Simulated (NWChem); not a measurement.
System: hexafluoroacetylacetone (C5H2F6O2); SMILES FC(F)(F)C(=CC(C(F)(F)F)=O)O

NWChem input:

```
start job
memory heap 200 mb stack 900 mb global 1100 mb
geometry units angstroms noautoz
  O     -2.019476    -1.974024    -0.010248
  C     -0.902030    -1.262386    -0.005877
  C     -0.870505     0.090226    -0.007846
  C      0.323764     0.933933    -0.004401
  O      1.473921     0.577961    -0.005595
  C     -0.000213     2.447195     0.002114
  F     -0.721761     2.758469     1.084358
  F     -0.731249     2.766342    -1.071592
  F      1.096417     3.174334    -0.000069
  C      0.328606    -2.179309     0.001241
  F      1.065451    -1.968249     1.081878
  F      1.067453    -1.981305    -1.080484
  F     -0.053866    -3.450947     0.008675
  H     -2.786737    -1.386142    -0.015905
  H     -1.834734     0.608489    -0.012405
end
basis spherical
  * library 6-31g*
end
dft
  xc b3lyp
  iterations 150
  semidirect filesize 400000000
  mulliken
end
task dft energy
```

Output (shortened):

```
             Northwest Computational Chemistry Package (NWChem) 7.3.0
             --------------------------------------------------------

 C1  symmetry detected

                             Geometry "geometry" -> ""
                             -------------------------

 Output coordinates in angstroms (scale by  1.889725989 to convert to a.u.)

  No.       Tag          Charge          X              Y              Z
 ---- ---------------- ---------- -------------- -------------- --------------
    1 O                    8.0000    -2.01466928    -1.97610222    -0.00275506
    2 C                    6.0000    -0.89822755    -1.26287660    -0.00213401
    3 C                    6.0000    -0.86863082     0.08977763    -0.00487189
    4 C                    6.0000     0.32444299     0.93518068    -0.00547601
    5 O                    8.0000     1.47509574     0.58084116    -0.00998806
    6 C                    6.0000    -0.00166279     2.44798435     0.00127045
    7 F                    9.0000    -0.72036101     2.75877697     1.08554712
    8 F                    9.0000    -0.73641031     2.76555433    -1.07036774
    9 F                    9.0000     1.09392112     3.17667811    -0.00460692
   10 C                    6.0000     0.33372614    -2.17804808     0.00170048
   11 F                    9.0000     1.07355023    -1.96539994     1.07998814
   12 F                    9.0000     1.06900114    -1.97953846    -1.08236320
   13 F                    9.0000    -0.04691408    -3.45022383     0.01092953
   14 H                    1.0000    -2.78277855    -1.38931287    -0.00637296
   15 H                    1.0000    -1.83360472     0.60666901    -0.00675859

 Effective nuclear repulsion energy (a.u.)     901.8071284864

                                 NWChem DFT Module
                                 -----------------

 Summary of "ao basis" -> "ao basis" (spherical)
 ------------------------------------------------------------------------------
       Tag                 Description            Shells   Functions and Types
 ---------------- ------------------------------  ------  ---------------------
 O                           6-31g*                  6       14   3s2p1d
 C                           6-31g*                  6       14   3s2p1d
 F                           6-31g*                  6       14   3s2p1d
 H                           6-31g*                  2        2   2s

            General Information
            -------------------
          SCF calculation type: DFT
          Wavefunction type:  closed shell.
          No. of atoms     :    15
          No. of electrons :   102
           Alpha electrons :    51
            Beta electrons :    51
          Charge           :     0
          Spin multiplicity:     1
          Use of symmetry is: off; symmetry adaption is: off
          Maximum number of iterations: 150
          AO basis - number of functions:   186
                     number of shells:    82
          Convergence on energy requested:  1.00D-06
          Convergence on density requested:  1.00D-05
          Convergence on gradient requested:  5.00D-04

              XC Information
              --------------
                         B3LYP Method XC Potential
                     Hartree-Fock (Exact) Exchange  0.200
                        Slater Exchange Functional  0.800 local
                    Becke 1988 Exchange Functional  0.720 non-local
              Lee-Yang-Parr Correlation Functional  0.810
                  VWN I RPA Correlation Functional  0.190 local

             Grid Information
             ----------------
          Grid used for XC integration:  medium
          Radial quadrature: Mura-Knowles
          Angular quadrature: Lebedev.
          Tag              B.-S. Rad. Rad. Pts. Rad. Cut. Ang. Pts.
          ---              ---------- --------- --------- ---------
          O                   0.60       49          12.0       434
          C                   0.70       49          11.0       434
          F                   0.50       49          13.0       434
          H                   0.35       45          11.0       434
          Grid pruning is: on
          Number of quadrature shells:   727
          Spatial weights used:  Erf1

      Superposition of Atomic Density Guess
      -------------------------------------

 Sum of atomic energies:        -935.04043242

      Non-variational initial energy
      ------------------------------

 Total energy =    -940.075245
 1-e energy   =   -3094.328373
 2-e energy   =    1252.446000
 HOMO         =      -0.277477
 LUMO         =      -0.038389

------------------------------------------------------------
EAF file 0: "./job.aoints.0" size=256901120 bytes
------------------------------------------------------------
               write      read    awrite     aread      wait
               -----      ----    ------     -----      ----
     calls:      490         0         0         0         0
   data(b): 2.57e+08  0.00e+00  0.00e+00  0.00e+00
   time(s): 0.00e+00  0.00e+00  0.00e+00  0.00e+00  0.00e+00
rate(mb/s): 0.00e+00  0.00e+00
------------------------------------------------------------

     ---------------------------------------------
      Total Density - Mulliken Population Analysis
     ---------------------------------------------

[...]
```

Level: B3LYP/6-31G* (spherical d). Coordinates come from a PBE0/def2-SVP optimisation. Not confirmed as a minimum by frequencies.
